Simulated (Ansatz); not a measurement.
Consider the formal exchange of groups at the Sn–C bond: `[BH2][SnH2][CH3]` + `BF` → `[BH2][SnH2][BH]F` + CH₄.

Isolated molecules relaxed with PBE0-D4/def2-TZVP in Ansatz; ΔE leaves out vibrations. CBS: MP2 limit from def2 TZ/QZ plus the TZ coupled-cluster correction, frozen cores. This one scheme is used for every species. DFT in def2-TZVPP. HSE06 is defined as in plane-wave codes. def2 core potentials past Kr. For Sn outer-core shells are correlated without core-valence functions, which leaves a few kJ/mol of doubt a bond. One conformer a species, not always the lowest.

`[BH2][SnH2][CH3]`:

Z-matrix (Å, degrees):
```
Sn
C 1 2.146
B 1 2.247 2 113.9
H 1 1.717 2 108.3 3 -121.9
H 1 1.716 2 108.4 3 123.2
H 2 1.090 1 110.3 3 179.1
H 2 1.090 1 110.0 3 -60.7
H 2 1.090 1 109.9 3 59.0
H 3 1.195 1 120.4 2 176.5
H 3 1.195 1 121.7 2 -3.8
```

`BF`:

Z-matrix (Å, degrees):
```
B
F 1 1.317
H 1 1.197 2 117.8
H 1 1.198 2 117.8 3 -180.0
```

`[BH2][SnH2][BH]F`:

Z-matrix (Å, degrees):
```
Sn
B 1 2.277
B 1 2.238 2 109.5
H 1 1.711 2 109.3 3 -122.6
H 1 1.712 2 107.6 3 120.9
F 2 1.317 1 119.5 3 89.6
H 2 1.202 1 123.9 3 -89.4
H 3 1.194 1 120.6 2 -91.8
H 3 1.194 1 120.7 2 85.7
```

CH₄:

Cartesian coordinates in Å:
```
C 0.000 0.000 0.000
H -0.028 0.967 0.501
H 0.375 0.127 -1.015
H -1.005 -0.420 -0.034
H 0.657 -0.674 0.548
```

| level | ΔE (kJ/mol) | difference from CCSD(T)/CBS |
| --- | --- | --- |
| PBE-D4 | -25.6 | -15.0 |
| BLYP-D4 | -19.8 | -9.2 |
| PBE0-D4 | -20.0 | -9.4 |
| r2SCAN0-D4 | -18.1 | -7.5 |
| HSE06-D4 | -20.2 | -9.6 |
| BHLYP-D4 | -11.3 | -0.7 |
| B2PLYP | -12.7 | -2.1 |
| r2SCAN0 | -18.3 | -7.7 |
| BHLYP | -11.7 | -1.1 |
| RPA@PBE/def2-TZVPP | -6.9 | 3.7 |
| MP2/def2-SVP | -8.9 | 1.7 |
| CCSD/def2-TZVPP | -9.5 | 1.1 |
| HF/def2-QZVPP | -3.5 | 7.1 |
| MP2/def2-QZVPP | -6.2 | 4.4 |
| HF/CBS(def2) | -3.5 | 7.1 |
| MP2/CBS(def2) | -6.5 | 4.1 |
| CCSD(T)/CBS | -10.6 | 0 |

Largest T1 diagnostic among the species: 0.015.

From r2SCAN to r2SCAN0 (25 % exact exchange), in def2-TZVPP and without D4, ΔE moves by +3.7 kJ/mol. At CCSD(T), def2-SVP lies −3.9 kJ/mol from the extrapolated value and def2-TZVPP +0.3 kJ/mol.
